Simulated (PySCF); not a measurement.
Gas-phase reaction: 2 MgF → MgF2 + Mg

Computed with PySCF and rigid-rotor harmonic-oscillator thermochemistry at 1 bar. 'Table' is the NASA 1993 thermochemical table (part measured, part estimated). S°(298 K) at PBE0/def2-TZVP differs from the NASA 1993 table for MgF2 (-10 J/mol/K); whether the harmonic model or the table's entry is off was not settled. † marks an energy on the PBE0/def2-TZVP geometry and frequencies; other levels use their own. MP2 and CCSD(T) freeze the core. 6-31G* has spherical d functions here. Open shells (unrestricted): MgF (multiplicity 2); the rest are closed-shell singlets. B3LYP is the form with VWN-RPA correlation. For Mg the outer core is correlated in a valence basis, which is rough. MP2 isn't extrapolated to the basis-set limit; its ΔH°(298 K) is -123.0 kJ in def2-SVP and -126.1 kJ in def2-TZVPP. CCSD(T) isn't extrapolated to the basis-set limit; its ΔH°(298 K) is -148.6 kJ in def2-SVP and -147.1 kJ in def2-TZVPP. The harmonic model lacks anharmonicity and excited electronic states, which grow with temperature; levels with a mode under 35 cm⁻¹ are left out. The table's entry may be an old estimate for MgF, MgF2 (not checked at source).

```csv
level,"ΔH°(298 K), kJ",minus table,"ΔG°(1800 K), kJ"
table,-106.0,-,-45.5
B3LYP/6-31G*,-139.7,-33.7,-72.6
B3LYP/def2-TZVP†,-136.9,-30.9,-66.4
BLYP/def2-TZVP†,-136.6,-30.6,-66.1
CCSD(T)/def2-SVP†,-148.6,-42.6,-78.1
HF/6-31G*,-75.0,31.0,-6.6
MP2/def2-TZVPP†,-126.1,-20.1,-55.6
PBE/def2-TZVP†,-125.9,-19.9,-55.4
PBE0/def2-QZVP†,-121.3,-15.3,-50.8
PBE0/def2-SVP†,-127.3,-21.3,-56.8
PBE0/def2-TZVP,-124.7,-18.7,-54.2
r2SCAN/def2-TZVP†,-107.6,-1.6,-37.1
```
